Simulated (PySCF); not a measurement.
Magnetic susceptibility: SMILES C1CC[SiH]1[Si@@H]1CCO1, C5H12OSi2

Molfile (atoms numbered from 1):
```
C5H12OSi2
     RDKit          3D

 20 21  0  0  0  0  0  0  0  0999 V2000
   -3.0171    0.0524    0.1612 C   0  0  0  0  0  0  0  0  0  0  0  0
   -2.0107    0.4303   -0.9368 C   0  0  0  0  0  0  0  0  0  0  0  0
   -0.6765   -0.6898   -0.1266 Si  0  0  0  0  0  4  0  0  0  0  0  0
    1.3374    0.2667    0.4094 Si  0  0  2  0  0  4  0  0  0  0  0  0
    2.5128    0.8379   -0.9942 C   0  0  0  0  0  0  0  0  0  0  0  0
    3.3480   -0.3610   -0.5541 C   0  0  0  0  0  0  0  0  0  0  0  0
    2.5153   -0.9065    0.4667 O   0  0  0  0  0  0  0  0  0  0  0  0
   -2.0697   -0.5918    1.1857 C   0  0  0  0  0  0  0  0  0  0  0  0
   -3.5783    0.8999    0.5543 H   0  0  0  0  0  0  0  0  0  0  0  0
   -3.7320   -0.6792   -0.2116 H   0  0  0  0  0  0  0  0  0  0  0  0
   -1.7680    1.4913   -0.9086 H   0  0  0  0  0  0  0  0  0  0  0  0
   -2.3557    0.2042   -1.9422 H   0  0  0  0  0  0  0  0  0  0  0  0
   -0.6678   -2.0196   -0.7754 H   0  0  0  0  0  0  0  0  0  0  0  0
    1.4652    1.1648    1.5712 H   0  0  0  0  0  0  0  0  0  0  0  0
    3.0265    1.7875   -0.8869 H   0  0  0  0  0  0  0  0  0  0  0  0
    2.1509    0.7510   -2.0141 H   0  0  0  0  0  0  0  0  0  0  0  0
    4.3129   -0.0907   -0.1220 H   0  0  0  0  0  0  0  0  0  0  0  0
    3.5032   -1.1156   -1.3270 H   0  0  0  0  0  0  0  0  0  0  0  0
   -2.4539   -1.5099    1.6220 H   0  0  0  0  0  0  0  0  0  0  0  0
   -1.8477    0.0887    2.0064 H   0  0  0  0  0  0  0  0  0  0  0  0
  1  2  1  0
  2  3  1  0
  3  4  1  0
  4  5  1  0
  5  6  1  0
  6  7  1  0
  3  8  1  0
  8  1  1  0
  7  4  1  0
  1  9  1  0
  1 10  1  0
  2 11  1  0
  2 12  1  0
  3 13  1  0
  4 14  1  1
  5 15  1  0
  5 16  1  0
  6 17  1  0
  6 18  1  0
  8 19  1  0
  8 20  1  0
M  END
```

Method used: GIAO HF/pcSseg-1 magnetisability, rotational g tensor and spin-rotation constants, non-relativistic, gas phase in PySCF. Geometry: GFN2-xTB.

Q: What are the magnetisability and the molar susceptibility?

A: Isotropic -1450 × 10⁻³⁰ J/T², or -87.3 × 10⁻⁶ cm³/mol; principal values -1657, -1566, -1127 × 10⁻³⁰ J/T², anisotropy 491 × 10⁻³⁰ J/T² (root of half the summed squared differences of the principal values). The susceptibility is in cgs units.

Q: Split it along the inertial axes a, b, c into diamagnetic and paramagnetic parts about the centre of mass, with the quadrupole moment.

A: 
```csv
axis,χ (10⁻⁶ cm³/mol),diamagnetic (10⁻⁶ cm³/mol),paramagnetic (10⁻⁶ cm³/mol),summed x² of all electrons (Å²),quadrupole Θ (D Å)
a,-91.1,-468.9,377.8,395.0,+0.40
b,-99.5,-1854.4,1754.8,68.4,-2.46
c,-71.4,-1965.7,1894.3,42.1,+2.06
```
Anisotropies 2χaa − χbb − χcc = -11.2 and 2χbb − χaa − χcc = -36.6 × 10⁻⁶ cm³/mol. Θ is traceless in Buckingham's convention.

Q: And the rotational g tensor?

A: 
```tsv
axis	rotational constant (GHz)	g	nuclear part	electronic part
a	3.9311	-0.0513	0.6464	-0.6977
b	0.7142	-0.0059	0.5828	-0.5888
c	0.6693	-0.0152	0.5804	-0.5956
```
Asymmetric top; isotopes 12C, 1H, 16O, 28Si; no vibrational averaging.
